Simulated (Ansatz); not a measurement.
Species: hydroxysilane, sum formula H$_{4}$SiO (charge 0, singlet). SMILES: O[SiH3]
Geometry: optimised at B3LYP-D3(BJ)/def2-TZVP (Ansatz, a first-principles code).

Quantity: atomisation energy (electronic, to ground-state atoms), in kcal/mol. Cores are frozen in the correlated levels unless marked. Open shells are spin-unrestricted. Spin-orbit coupling is left out. Non-relativistic unless marked X2C. The coupled-cluster limit lacks core correlation, which all-electron functionals hold. CBS(X,Y): correlation extrapolated as X^-3; Hartree-Fock from the larger set (for Q and 5 zeta extrapolated as (X+1)exp(-9√X)).

```
level               program  atomisation energy (kcal/mol)
------------------  -------  -----------------------------
HF/aug-cc-pV(D+d)Z   Ansatz                          333.2
```

Problem. Estimate the value at CCSD(T)/CBS(cc-pV(Q+d)Z,cc-pV(5+d)Z) as computed with Ansatz.

Solution. 463.5 kcal/mol, so HF/aug-cc-pV(D+d)Z differs from it by -130.3 kcal/mol.
